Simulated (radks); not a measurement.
Values are calculated unless marked as measured or tabulated.
Isoelectronic series with 8 electrons, all held in the configuration [He] 2s2 2p4, which need not be the ground one along the series. Code: a radial shooting solver on a logarithmic mesh with Libxc functionals. Model: scalar-relativistic Kohn-Sham, LDA (Slater exchange, Perdew-Wang correlation), spin-unpolarised, spherical densities, point nucleus. Total energies (hartree) and orbital eigenvalues (eV):

ion,E (hartree),2p,2s
O,-74.52633,-9.1976,-23.7535
Si6+,-271.17581,-230.4047,-270.2458
Cl9+,-417.30904,-434.2144,-487.5143
Ca12+,-595.54724,-699.8369,-767.4408
V15+,-806.13682,-1027.428,-1110.540
Fe18+,-1049.37360,-1417.237,-1517.502
Cu21+,-1325.60348,-1869.584,-1989.168
Ge24+,-1635.22439,-2384.849,-2526.525
Br27+,-1978.68896,-2963.467,-3130.718
Sr30+,-2356.50785,-3605.928,-3803.051
Nb33+,-2769.25366,-4312.776,-4545.003
Ru36+,-3217.56559,-5084.612,-5358.239
